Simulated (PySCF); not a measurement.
Species: C₄H₈Si₂.
SMILES with atom numbers: `[CH2:1]=[CH:2][SiH2:3][C:4]#[C:5][SiH3:6]` (hydrogens: H7, H8 on C1; H9 on C2; H10, H11 on Si3; H12, H13, H14 on Si6)

Method used: core-valence-separated Tamm–Dancoff BHandHLYP/aug-pcX-1 (pcseg-1 on H, def2-SVPD on Si) in PySCF, non-relativistic, gas phase, PBE0-D3(BJ)/def2-SVP geometry.

Computed carbon K-edge spectrum, Gaussian lines of 0.4 eV full width, highest printed point 100; it ends one width below the last computed root. Absolute energies from this functional tend to lie a few eV below measured edges; no shift was applied.

photon energy (eV), absorption and a bar:
```
    281.7          1 
    281.8          3 #
    281.9          9 ###
    282.0         23 #######
    282.1         44 #############
    282.2         67 ####################
    282.3         88 ##########################
    282.4        100 ##############################
    282.5         95 ############################
    282.6         71 #####################
    282.7         40 ############
    282.8         17 #####
    282.9          5 ##
    283.0          1 
    283.1          0 
    283.2          0 
    283.3          0 
    283.4          0 
    283.5          0 
    283.6          0 
    283.7          0 
    283.8          0 
    283.9          0 
    284.0          0 
    284.1          0 
    284.2          0 
    284.3          0 
    284.4          0 
    284.5          0 
    284.6          0 
    284.7          0 
    284.8          0 
    284.9          0 
    285.0          0 
    285.1          0 
    285.2          0 
    285.3          1 
    285.4          3 #
    285.5          6 ##
    285.6          9 ###
    285.7         12 ####
    285.8         15 ####
    285.9         16 #####
    286.0         15 ####
    286.1         13 ####
    286.2         12 ####
    286.3         13 ####
    286.4         15 #####
```

Question: Where are the maxima, and which lines make them up?

Answer: 2 maxima:
- 282.4 eV: C4 + C5 (alkyne carbon), 282.46 eV, f = 0.101, sum of 2, 41 % of the height at the exact maximum; C4 (alkyne carbon), 282.50 eV, f = 0.068, 1s→π*, 26 % of the height at the exact maximum; C1 (terminal =CH2 carbon), 282.26 eV, f = 0.066, 1s→π*, 17 % of the height at the exact maximum
- 285.9 eV: C2 (alkene CH carbon), 285.84 eV, f = 0.020, 52 % of the height at the exact maximum; C4 (alkyne carbon), 285.82 eV, f = 0.007, 18 % of the height at the exact maximum; C1 (terminal =CH2 carbon), 286.06 eV, f = 0.009, 14 % of the height at the exact maximum

Further lines of some strength in the range: C2, 282.17 eV, f = 0.051; C5, 282.56 eV, f = 0.031; C2, 285.56 eV, f = 0.010.

Roots within 0.03 eV on the same or equivalent atoms count as one line; shares under 12 % aren't listed.

Vibrational structure and lifetime widths aren't in the curve. The ionisation threshold wasn't computed; near and above it a finite basis only mimics Rydberg series and continuum.

Conformer computed: `[CH2:1]=[CH:2][SiH2:3][C:4]#[C:5][SiH3:6]`: C1–C2–Si3–C4 -124°.

One conformer stands for the species.
